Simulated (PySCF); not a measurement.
# A survey of ¹⁹F NMR shifts

All values are calculated (PySCF): σ from GIAO-PBE0/pcSseg-1, coordinates at the GFN2-xTB level. Non-relativistic Hamiltonian, one computed conformer, rapidly exchanging positions averaged, gas phase.

Shieldings were converted by a linear fit to measured shifts: ¹⁹F: δ = 146.13 − 0.903σ +14.6 on sp3 carbon (rms 6.0 ppm, 223 shifts, 7.0 ppm with the 5 outliers that the fit left out vs CFCl3, solution or neat liquid). A few per cent of atoms miss by over 2 rms, more outside the fitted compound classes.

Q: Give the ¹⁹F shifts of `C=C/C=P\c1cccc(F)c1`, `FCC=C=C[SiH](Cl)Cl`.

A: 
```csv
compound,environment,δ (ppm)
C=C/C=P\c1cccc(F)c1,aryl fluorine,-111.3
FCC=C=C[SiH](Cl)Cl,fluorine on an sp3 carbon,-224.7
```

Q: Order these by ¹⁹F shift, lowest first.
A. C[Si@@H]1C[C@H]1F
B. Cp1c(F)cc2ccccc21
C. C=CC(F)(F)F

A: A (-220.7 ppm, fluorine on an sp3 carbon), B (-119.1 ppm, fluorine on an unsaturated ring), C (-69.8 ppm, fluorine of a CF3 group).
